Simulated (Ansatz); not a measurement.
Geometry optimisation, UKS PBE0/def2-SVP in Ansatz.

Input file:

```yaml
crystal:
  periodic: [false, false, false]
  atoms:
    - { symbol: "N", position_ang: [0.2069, 0.7749, -0.3079] }
    - { symbol: In, position_ang: [0.1179, -0.9795, 0.2845] }
    - { symbol: F, position_ang: [0.5128, -1.8093, 0.3729] }
    - { symbol: H, position_ang: [0.5816, 0.58001, -1.24781] }
    - { symbol: H, position_ang: [1.05664, 1.03347, 0.25378] }
magnetization:
  spin_polarized: true
  initial_magnetization: 1
basis:
  gaussian: { orbitals: def2-SVP }
hamiltonian:
  xc: pbe0
relax:
  f_tol: 0.015
  max_steps: 40
```

Launched with:

```bash
$ ansatz run input.yaml --threads 1 --pin off --max-ram 2048MiB --backend cpu --events-out ev --progress --plain --runs-dir out
```

Problem. Where does it end, and by what steps?

Solution. It converged. After 14 steps the energy has fallen by 113.968 eV; F3 moved furthest, 0.93 Å. The start is strongly strained (largest force component 476 eV/Å).

```json
{"step": "0", "energy less start (eV)": "0.0000", "largest force component (eV/Å)": "475.913", "accepted": "yes"}
{"step": "1", "energy less start (eV)": "-93.5133", "largest force component (eV/Å)": "83.941", "accepted": "yes"}
{"step": "2", "energy less start (eV)": "-105.4718", "largest force component (eV/Å)": "37.372", "accepted": "yes"}
{"step": "3", "energy less start (eV)": "-111.2861", "largest force component (eV/Å)": "12.633", "accepted": "yes"}
{"step": "4", "energy less start (eV)": "-113.4185", "largest force component (eV/Å)": "2.479", "accepted": "yes"}
{"step": "5", "energy less start (eV)": "-113.7516", "largest force component (eV/Å)": "1.655", "accepted": "yes"}
{"step": "6", "energy less start (eV)": "-113.8376", "largest force component (eV/Å)": "1.010", "accepted": "yes"}
{"step": "7", "energy less start (eV)": "-113.9488", "largest force component (eV/Å)": "0.200", "accepted": "yes"}
{"step": "8", "energy less start (eV)": "-113.9611", "largest force component (eV/Å)": "0.169", "accepted": "yes"}
{"step": "9", "energy less start (eV)": "-113.9275", "largest force component (eV/Å)": "1.197", "accepted": "no"}
{"step": "10", "energy less start (eV)": "-113.9664", "largest force component (eV/Å)": "0.054", "accepted": "yes"}
{"step": "11", "energy less start (eV)": "-113.9674", "largest force component (eV/Å)": "0.158", "accepted": "yes"}
{"step": "12", "energy less start (eV)": "-113.9684", "largest force component (eV/Å)": "0.027", "accepted": "yes"}
{"step": "13", "energy less start (eV)": "-113.9684", "largest force component (eV/Å)": "0.018", "accepted": "yes"}
{"step": "14", "energy less start (eV)": "-113.9685", "largest force component (eV/Å)": "0.008", "accepted": "yes"}
```

```xyz
5
Properties=species:S:1:pos:R:3
N 0.318 0.774 -0.429
In 0.363 -0.852 0.922
F 0.182 -2.583 -0.024
H 1.029 0.616 -1.151
H 0.583 1.645 0.038
```

Whether the end is a true minimum wasn't checked by a vibrational analysis.

Time of the run: 66 s on 1 thread of Arm Neoverse V1 (shared host), peak memory 0.17 GiB.
